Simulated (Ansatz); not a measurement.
C$_{2}$H$_{4}$AlCl. Charge 0, multiplicity 1. The bonds changed during the relaxation, so this is another structure than the one it started from. The structure was optimised at the PBE0-D4/def2-TZVP level.

```xyz
8

Cl    2.326   -2.088    0.970
C     0.189    0.147   -0.656
C    -0.900    0.921   -0.641
Al    0.628   -0.851    0.932
H     0.776    0.120   -1.572
H    -1.214    1.514   -1.498
H    -1.537    1.001    0.238
H    -0.268   -0.764    2.227
```

(1) What is the dipole moment at ωB97M-V/def2-TZVPP? (Estimate.)

(2) And with PBE, r2SCAN, B3LYP? (An estimate is asked.)

(3) Give the Mulliken charges with ωB97M-V, PBE, B3LYP in def2-TZVPP. (Estimate.)

## Answers

(1) Ansatz gave: 1.96 D, with components (-1.30, 1.26, -0.75) D in this frame, pointing from negative to positive charge.

(2) Ansatz gave: PBE 1.94 D, r2SCAN 2.00 D, B3LYP 1.98 D.

(3) Computed: 
| atom | ωB97M-V | PBE | B3LYP |
| --- | --- | --- | --- |
| Cl1 | -0.24 | -0.25 | -0.27 |
| C2 | -0.30 | -0.22 | -0.25 |
| C3 | -0.19 | -0.17 | -0.20 |
| Al4 | 0.51 | 0.46 | 0.53 |
| H5 | 0.11 | 0.09 | 0.10 |
| H6 | 0.11 | 0.10 | 0.11 |
| H7 | 0.10 | 0.10 | 0.11 |
| H8 | -0.10 | -0.11 | -0.13 |

B3LYP here is the variant with VWN-RPA as its local correlation; programs differ in this.
